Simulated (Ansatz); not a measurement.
Ansatz (a first-principles code) input for I2Mg, SMILES [I][Mg-][I], charge -1, multiplicity 2, CAM-B3LYP/def2-SVPD. Geometry optimised at B3LYP-D3(BJ)/def2-SVPD. The def2 effective core potentials stand for the cores of I; spin–orbit coupling is left out.

Ansatz 0.2 input:
```yaml
crystal:
  periodic: [false, false, false]
  atoms:
    - {symbol: Mg, position_ang: [0.00000000, 0.00000000, 1.28203491]}
    - {symbol: I, position_ang: [0.00000000, 2.38411984, -0.14513603]}
    - {symbol: I, position_ang: [0.00000000, -2.38411984, -0.14513603]}
basis:
  gaussian:
    orbitals: def2-SVPD
hamiltonian:
  xc: {name: CAM-B3LYP}
total_charge: -1
magnetization: {spin_polarized: true, initial_magnetization: 1}
```

Log of the run:

```
WARN ansatz: RAYON_NUM_THREADS=1 ignored (pool sized by the plan → 1); use --threads N
Functional definition: CAM-B3LYP
integrals: 0.05 GiB planned
1039 factors; integrals over basis functions are off by at most 1.4e-4 eV
integrals: 0.11 GiB planned
357 factors; integrals over basis functions are off by at most 4.1e-5 eV
mean field: 0.89 GiB planned
mean field evaluation 1: about -21649.0337 eV, gradient 6.9e0 eV
mean field evaluation 2: about -21649.4128 eV, gradient 4.5e0 eV
mean field evaluation 4: about -21649.5944 eV, gradient 3.5e-1 eV
mean field evaluation 8: about -21649.6829 eV, gradient 4.5e-2 eV
mean field evaluation 16: about -21649.6830 eV, gradient 9.2e-5 eV
mean field -21649.68298482 eV, -795.6111750099 hartree, gradient 2.4e-5 eV, S^2 0.751632; 0 other end points of the search recorded, 0 dependent functions left out
reference -21649.68308702 eV, -795.6111787658 hartree; 32, 31 occupied and 59, 60 virtual orbitals, 1039 factors
Total energy: -21649.68308702 eV, -795.6111787658 hartree
```

The calculation finished and met its thresholds.

Cost: roughly 4 core-seconds.
